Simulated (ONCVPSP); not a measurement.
# How hard is this germanium ONCV potential?

ONCVPSP 4.0.1 input, shortened (lines: element, Z, core and valence counts, functional; n l f; lmax; l rc ep ncon nbas qcut; lloc lpopt rc5 dvloc0; l nproj debl; icmod fcfact rcfact), LDA (Perdew-Zunger), scalar-relativistic:

```
  Ge 32.00    3    5        3      upf
    1    0    2.00
    2    0    2.00
    2    1    6.00
    3    0    2.00
    3    1    6.00
    3    2   10.00
    4    0    2.00
    4    1    2.00
    2
    0    1.15    0.00    4    7    9.60
    1    0.90    0.00    3    6   17.70
    2    0.90    0.00    5   10   16.00
    4    5    0.75    0.00
    0    3    2.30
    1    2    2.60
    2    3    2.30
    3    3.25    1.50
```

Task: For each optimised wave give the share of its norm inside rc, the residual kinetic energy above qcut (Ha) and the cutoffs (Ha) for errors of 10, 1, 0.1 and 0.01 mHa per electron.

Result:

| wave | norm inside rc | residual KE | 10 mHa | 1 mHa | 0.1 mHa | 0.01 mHa |
| --- | --- | --- | --- | --- | --- | --- |
| 3s | 0.972 | 1.4e-05 | 16.2 | 21.7 | 38.8 | 55.9 |
| 4s | 0.078 | 4.9e-05 | 13.3 | 29.7 | 42.8 | 102.0 |
| s projector 3 | 0.080 | 1.0e-04 | 14.3 | 35.0 | 46.5 | 78.2 |
| 3p | 0.845 | 3.5e-08 | 46.7 | 57.5 | 89.0 | 114.7 |
| 4p | 0.021 | 2.3e-09 | 31.9 | 45.4 | 56.6 | 92.1 |
| 3d | 0.735 | 2.4e-04 | 101.7 | 117.3 | 210.2 | 454.9 |
| d projector 2 | 0.081 | 9.7e-05 | 92.4 | 112.0 | 127.7 | 235.1 |
| d projector 3 | 0.050 | 1.9e-04 | 95.3 | 115.5 | 133.2 | 236.9 |

The occupied waves need 117 Ha and 210 Ha for 1 and 0.1 mHa.
